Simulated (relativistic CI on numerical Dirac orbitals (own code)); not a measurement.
# One change at a time: Au76+

Base calculation: Dirac-Coulomb-Breit CI, separate exchange-only KLI orbitals for each configuration, model QED (radiative potential, 1s self-energy scaled to tabulated hydrogen-like ionisation energies), unscaled Slater integrals.

CI space (outside the closed core 1s2): 2s, 2p, 3s, 3p, 3d, 4s, 4p, 4d, 4f, 5s, 5p, 5d, 5f, 5g, 6s, 6p, 6d. Levels of other configurations are missing.

The lowest level and the first level of each name with at least 55 % of one term (blank where a level has no safe partner in the second run):

| Level | Base (eV) | Shift (eV) |
| --- | --- | --- |
| 2s ²S1/2 | 0.0 | 0.0 |
| 2p ²P°1/2 | 217.5 | -0.3 |
| 2p ²P°3/2 | 2246.7 | -0.3 |
| 3s ²S1/2 | 12980.6 | +0.7 |
| 3p ²P°1/2 | 13038.7 | +0.7 |
| 3p ²P°3/2 | 13644.3 | +0.7 |
| 3d ²D3/2 | 13656.5 | +0.8 |
| 3d ²D5/2 | 13823.1 | +0.8 |
| 4s ²S1/2 | 17412.6 | +1.2 |
| 4p ²P°1/2 | 17436.0 | +1.2 |
| 4p ²P°3/2 | 17689.5 | +1.2 |
| 4d ²D3/2 | 17694.7 | +1.2 |
| 4d ²D5/2 | 17765.4 | +1.2 |
| 4f ²F°5/2 | 17765.5 | +1.2 |

At this charge energies of transitions that change n are usually good to better than 1 %, and those within a shell (Δn = 0) to a few per cent.

Task: One thing was changed in a second run, which moved the levels as shown. Which?
A. P86 correlation estimate
B. QED terms removed
C. configuration mixing switched off
D. Breit term removed

Result: A. P86 correlation estimate. A correlation estimate moves all levels of a configuration together before mixing; mixed levels move by a weighted share.
